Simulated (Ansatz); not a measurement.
`CCC(C)(CC(C)(CC(C)(C)C(=O)OCc1ccccc1)C(=O)OC)C(=O)OC1CCOC1=O`, relaxed as a singlet with RKS PBE-D4/def2-SVP in Ansatz, starting from the GFN2-xTB geometry. Force threshold 0.03 eV/Å.

Single mean-field runs in def2-SVP are fitted with def2-universal-jkfit.

Start:

Cartesian coordinates in Å:
```
C -3.025 3.335 1.044
C -1.692 3.949 0.633
C -0.717 3.007 -0.128
C 0.584 3.785 -0.332
C -0.535 1.702 0.665
C 0.599 0.730 0.240
C 0.556 0.435 -1.254
C 0.369 -0.536 1.109
C 1.240 -1.798 0.923
C 0.821 -2.670 -0.270
C 2.738 -1.511 0.869
C 0.976 -2.677 2.153
O 1.828 -3.154 2.854
O -0.332 -2.870 2.335
C -0.727 -3.733 3.411
C -0.766 -5.167 2.955
C -1.888 -5.664 2.303
C -1.910 -6.971 1.851
C -0.811 -7.791 2.042
C 0.314 -7.298 2.683
C 0.338 -5.991 3.136
C 1.918 1.349 0.685
O 2.137 1.710 1.813
O 2.820 1.464 -0.298
C 4.069 2.027 0.076
C -1.423 2.717 -1.439
O -2.280 1.887 -1.598
O -1.046 3.566 -2.411
C -1.775 3.506 -3.634
C -1.047 2.705 -4.708
C -0.171 3.774 -5.372
O -0.843 5.013 -5.173
C -1.756 4.938 -4.205
O -2.428 5.855 -3.846
H -3.509 2.846 0.203
H -2.895 2.607 1.840
H -3.686 4.120 1.408
H -1.173 4.306 1.525
H -1.883 4.815 -0.006
H 0.372 4.766 -0.752
H 1.264 3.273 -1.005
H 1.077 3.921 0.628
H -1.477 1.158 0.593
H -0.361 1.963 1.711
H 1.404 -0.170 -1.557
H -0.367 -0.085 -1.499
H 0.594 1.356 -1.831
H -0.669 -0.844 0.980
H 0.491 -0.211 2.146
H 1.295 -3.648 -0.189
H 1.125 -2.229 -1.213
H -0.256 -2.816 -0.278
H 3.011 -1.029 -0.065
H 3.033 -0.877 1.701
H 3.289 -2.445 0.952
H -1.719 -3.382 3.704
H -0.020 -3.610 4.238
H -2.744 -5.022 2.150
H -2.788 -7.351 1.347
H -0.830 -8.813 1.693
H 1.176 -7.933 2.828
H 1.217 -5.600 3.625
H 4.543 1.416 0.847
H 3.928 3.036 0.467
H 4.679 2.047 -0.823
H -2.787 3.147 -3.425
H -1.769 2.300 -5.416
H -0.463 1.890 -4.286
H -0.051 3.631 -6.447
H 0.815 3.841 -4.901
```

```json
{"step": "1", "energy (eV)": "-43844.0704", "largest force component (eV/Å)": "1.161", "SCF passes": "21"}
{"step": "2", "energy (eV)": "-43844.4708", "largest force component (eV/Å)": "0.507", "SCF passes": "21"}
{"step": "3", "energy (eV)": "-43844.5134", "largest force component (eV/Å)": "0.235", "SCF passes": "22"}
{"step": "4 (rejected)", "energy (eV)": "-43844.5098", "largest force component (eV/Å)": "0.254", "SCF passes": "21"}
{"step": "5", "energy (eV)": "-43844.5210", "largest force component (eV/Å)": "0.070", "SCF passes": "21"}
{"step": "6", "energy (eV)": "-43844.5221", "largest force component (eV/Å)": "0.050", "SCF passes": "21"}
{"step": "7", "energy (eV)": "-43844.5230", "largest force component (eV/Å)": "0.027", "SCF passes": "22"}
{"step": "8", "energy (eV)": "-43844.5241", "largest force component (eV/Å)": "0.051", "SCF passes": "21"}
{"step": "9", "energy (eV)": "-43844.5244", "largest force component (eV/Å)": "0.024", "SCF passes": "22"}
```

Force components are those of the run's own axes.

End:

Cartesian coordinates in Å:
```
C -3.053 3.328 1.127
C -1.727 3.953 0.694
C -0.729 3.051 -0.117
C 0.556 3.871 -0.325
C -0.499 1.733 0.657
C 0.627 0.746 0.204
C 0.548 0.432 -1.296
C 0.403 -0.510 1.107
C 1.266 -1.800 0.961
C 0.869 -2.668 -0.259
C 2.776 -1.528 0.953
C 0.952 -2.664 2.198
O 1.778 -3.137 2.956
O -0.384 -2.867 2.324
C -0.809 -3.746 3.398
C -0.820 -5.186 2.949
C -1.957 -5.723 2.315
C -1.962 -7.049 1.859
C -0.825 -7.854 2.033
C 0.314 -7.327 2.663
C 0.319 -6.001 3.117
C 1.970 1.371 0.612
O 2.237 1.735 1.743
O 2.846 1.488 -0.420
C 4.114 2.061 -0.078
C -1.451 2.745 -1.431
O -2.302 1.888 -1.584
O -1.089 3.608 -2.427
C -1.803 3.473 -3.673
C -1.001 2.683 -4.699
C -0.085 3.764 -5.287
O -0.845 4.987 -5.213
C -1.835 4.892 -4.274
O -2.566 5.806 -3.987
H -3.628 2.934 0.266
H -2.907 2.494 1.842
H -3.680 4.088 1.635
H -1.166 4.302 1.589
H -1.922 4.860 0.083
H 0.324 4.862 -0.759
H 1.272 3.370 -1.001
H 1.055 4.027 0.652
H -1.449 1.166 0.634
H -0.294 1.991 1.716
H 1.375 -0.225 -1.617
H -0.416 -0.055 -1.536
H 0.630 1.353 -1.906
H -0.659 -0.806 0.998
H 0.517 -0.147 2.150
H 1.356 -3.663 -0.195
H 1.192 -2.203 -1.208
H -0.225 -2.828 -0.297
H 3.072 -0.994 0.030
H 3.081 -0.921 1.827
H 3.337 -2.481 1.000
H -1.829 -3.400 3.652
H -0.135 -3.601 4.264
H -2.851 -5.092 2.180
H -2.859 -7.459 1.368
H -0.828 -8.897 1.679
H 1.207 -7.956 2.802
H 1.213 -5.574 3.595
H 4.630 1.442 0.684
H 3.985 3.083 0.333
H 4.700 2.091 -1.014
H -2.815 3.075 -3.473
H -1.692 2.298 -5.477
H -0.461 1.823 -4.261
H 0.192 3.598 -6.346
H 0.845 3.889 -4.690
```

By distances, no bond broke or formed. The bond that changes most is O32–C33, from 1.33 to 1.37 Å (atoms count from 1).

The force fell under the threshold at step 7, but the optimiser went on. No frequencies were taken in this run, so the end may be a saddle point.

Run time 62 s (2 threads of AMD EPYC 7R13 on a shared host and a share (18 GiB) of an NVIDIA H100 80GB HBM3), peak host memory 1.2 GiB.
